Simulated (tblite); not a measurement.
Compound: B2F2H3N.
Bonds: N1–B2, B2–B3, B3–F4, B3–F5. Hydrogens: H6, H7 on N1; H8 on B2.

Computed with GFN2-xTB (tblite), gas phase: Langevin dynamics at 600 K from the optimised GFN2-xTB geometry, time step 0.5 fs, friction 0.01 fs⁻¹, 2000 steps.

Start geometry:
```
atom  x, y, z in Å
N1     -1.329   -0.165    0.201
B2     -0.198    0.433   -0.314
B3      1.359   -0.118    0.004
F4      2.116    0.293    1.017
F5      2.022   -0.989   -0.751
H6     -2.265    0.158    0.017
H7     -1.319   -0.972    0.804
H8     -0.378    1.371   -1.003
```

The statistics below take the 31 frames saved every 25 fs from 250 to 1000 fs; their kinetic temperature (all 3N coordinates) averages 501 K.

Q: How do the bond lengths spread?

A: 
| bond | start (Å) | mean (Å) | standard deviation (Å) | shortest (Å) | longest (Å) |
| --- | --- | --- | --- | --- | --- |
| N1–B2 | 1.379 | 1.404 | 0.036 | 1.322 | 1.456 |
| B2–B3 | 1.682 | 1.695 | 0.062 | 1.597 | 1.820 |
| B3–F4 | 1.330 | 1.340 | 0.038 | 1.240 | 1.403 |
| B3–F5 | 1.330 | 1.331 | 0.034 | 1.273 | 1.407 |
| N1–H6 | 1.008 | 1.012 | 0.025 | 0.972 | 1.071 |
| N1–H7 | 1.007 | 1.010 | 0.025 | 0.962 | 1.056 |
| B2–H8 | 1.177 | 1.177 | 0.037 | 1.077 | 1.255 |

Q: Give the same statistics for bond angles, one of each kind.

A: 
```tsv
angle	start (°)	mean (°)	standard deviation (°)	smallest (°)	largest (°)
B2–N1–H6	123.7	123.8	6.2	107.5	133.6
H6–N1–H7	112.0	111.2	4.4	98.3	119.1
N1–B2–B3	123.1	119.8	8.3	102.9	134.3
N1–B2–H8	116.0	115.8	5.5	105.8	128.2
B3–B2–H8	120.9	123.1	7.5	105.2	136.7
B2–B3–F4	124.7	124.2	7.1	108.7	134.1
F4–B3–F5	110.6	110.3	5.1	97.2	122.0
```

Q: How far does each atom move about its mean position (frames aligned on the start, all atoms weighted alike), and what rms force does it feel?

A: 
```csv
atom,rms displacement (Å),rms force (eV/Å)
N1,0.13,2.10
B2,0.17,2.30
B3,0.10,2.01
F4,0.59,1.53
F5,0.55,1.48
H6,0.22,1.14
H7,0.34,1.14
H8,0.34,1.02
```

The displacements run from 0.10 to 0.59 Å, the largest at F4.

Q: Follow the torsion N1–B2–B3–F4 through every second one of these frames.

A: 
```json
{"t (fs)": "250", "N1–B2–B3–F4 (°)": "-88"}
{"t (fs)": "300", "N1–B2–B3–F4 (°)": "-105"}
{"t (fs)": "350", "N1–B2–B3–F4 (°)": "-106"}
{"t (fs)": "400", "N1–B2–B3–F4 (°)": "-100"}
{"t (fs)": "450", "N1–B2–B3–F4 (°)": "-79"}
{"t (fs)": "500", "N1–B2–B3–F4 (°)": "-66"}
{"t (fs)": "550", "N1–B2–B3–F4 (°)": "-93"}
{"t (fs)": "600", "N1–B2–B3–F4 (°)": "-98"}
{"t (fs)": "650", "N1–B2–B3–F4 (°)": "-74"}
{"t (fs)": "700", "N1–B2–B3–F4 (°)": "-66"}
{"t (fs)": "750", "N1–B2–B3–F4 (°)": "-33"}
{"t (fs)": "800", "N1–B2–B3–F4 (°)": "-10"}
{"t (fs)": "850", "N1–B2–B3–F4 (°)": "18"}
{"t (fs)": "900", "N1–B2–B3–F4 (°)": "13"}
{"t (fs)": "950", "N1–B2–B3–F4 (°)": "-27"}
{"t (fs)": "1000", "N1–B2–B3–F4 (°)": "-17"}
```

Largest departure from the start value over all these frames: N1–B2–B3–F4 111° (start -90°).

Q: How widely does the potential energy scatter, against a harmonic estimate?

A: Mean 0.36 eV above the start, standard deviation 0.100 eV, range 0.18 to 0.53 eV. For 18 classical harmonic modes at 600 K the canonical values are 18kT/2 = 0.47 eV and kT·√(18/2) = 0.155 eV.

The run is classical and short, so these are rough statistics of one trajectory.

The cost below is that of the whole dynamics run. Time: 4.6 s; peak memory 0.18 GiB. Hardware: Intel Xeon Platinum 8488C, one thread, no GPU, shared host.
